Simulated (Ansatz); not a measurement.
`O=[CH][GaH2]` + H–F → `[F][GaH2]` + `C=O` at 600 K and 1 bar (ligand exchange at a Ga–C bond).

Program: Ansatz. Geometries: PBE0-D4/def2-TZVP. ΔE: electronic, gas phase. CCSD(T)/CBS adds triple-zeta CCSD(T) − MP2 to the extrapolated MP2 energy (def2 sets, frozen cores). This one scheme is used for every species. For Ga outer-core shells are correlated without core-valence functions, which leaves a few kJ/mol of doubt a bond. Scalar relativity is left out up to krypton.

| species | CCSD(T)/CBS energy (Eh) | H − E (kJ/mol) | S (J/(mol·K)) |
| --- | --- | --- | --- |
| `O=[CH][GaH2]` | -2038.90941 | 120.3 | 358.6 |
| H–F | -100.39570 | 42.3 | 194.0 |
| `[F][GaH2]` | -2024.95631 | 68.4 | 292.7 |
| `C=O` | -114.39408 | 92.5 | 246.7 |

H − E and S are ideal-gas, rigid-rotor, harmonic terms from PBE0-D4/def2-TZVP. 1 Eh = 2625.50 kJ/mol, R = 8.31446 J/(mol·K).

Task: By hand: ΔE, ΔH, ΔS and ΔG.

Result: ΔE = (-2024.95631) + (-114.39408) − (-2038.90941) − (-100.39570) = -0.04528 Eh = -118.9 kJ/mol. Δ(H − E) = 68.4 + 92.5 − 120.3 − 42.3 = -1.7, so ΔH = -120.6 kJ/mol. ΔS = 292.7 + 246.7 − 358.6 − 194.0 = -13.2 J/(mol·K). ΔG = -120.6 − 600 × (-13.2)/1000 = -112.7 kJ/mol.

Task: By hand: the equilibrium constant, and the temperature at which ΔG would vanish if ΔH and ΔS stayed fixed.

Result: log₁₀ K = −ΔG/(RT ln 10) = 9.8. ΔG = 0 at ΔH/ΔS = 9136 K, far beyond where these terms or the molecules hold.

The number of gas molecules stays the same, so ΔS is small and ΔH decides. A doubt of 5 kJ/mol in ΔE shifts log₁₀ K by 0.4 here. These are equilibria of isolated gas molecules and say nothing of rates. Largest T1 diagnostic: 0.017 (customary marks: 0.02 for closed shells, 0.045 for open ones).
